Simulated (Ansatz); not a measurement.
Stepwise reaction of `[OH][Ge]([OH])([OH])[OH]` with hydrogen, as a gas-phase model of exchange steps in deposition or etching. ΔE in kJ/mol.

Calculated with Ansatz (gas phase, PBE0-D4/def2-TZVP geometries, no zero-point term in ΔE). CCSD(T)/CBS is the MP2 limit (def2-TZVPP, def2-QZVPP) plus CCSD(T) − MP2 in def2-TZVPP, frozen cores. This one scheme is used for every species. DFT in def2-TZVPP. B3LYP here is the variant with VWN-RPA as its local correlation; programs differ in this. For Ge outer-core shells are correlated without core-valence functions, which leaves a few kJ/mol of doubt a bond. Scalar relativity is left out up to krypton. One conformer a species, not always the lowest.

```tsv
step	reaction	PBE-D4	B3LYP-D4	ωB97M-V	CCSD(T)/CBS
1	`[OH][Ge]([OH])([OH])[OH]` + H₂ → `[OH][GeH]([OH])[OH]` + H₂O	25.1	28.3	29.2	28.1
2	`[OH][GeH]([OH])[OH]` + H₂ → `[OH][GeH2][OH]` + H₂O	31.8	34.8	35.7	33.9
3	`[OH][GeH2][OH]` + H₂ → `[OH][GeH3]` + H₂O	19.6	21.1	21.0	19.9
```

Q: Give the row of step 4, `[OH][GeH3]` + H₂ → GeH₄ + H₂O. (An estimate is asked.)

A: Computed: 
```csv
step,reaction,PBE-D4,B3LYP-D4,ωB97M-V,CCSD(T)/CBS
4,`[OH][GeH3]` + H₂ → GeH₄ + H₂O,-4.3,-1.4,-2.6,-4.4
```

Q: By hand: ΔE of the 4 steps together at CCSD(T)/CBS.

A: (28.1) + (33.9) + (19.9) + (-4.4) = 77.5 kJ/mol, or 19.4 kJ/mol a step.

In ΔE step 4 is the lowest and step 2 the highest. PBE-D4 differs from CCSD(T)/CBS by -3.0 to 0.1 kJ/mol a step. Isolated molecules leave out the surface, adducts and barriers. Largest T1 diagnostic: 0.012.
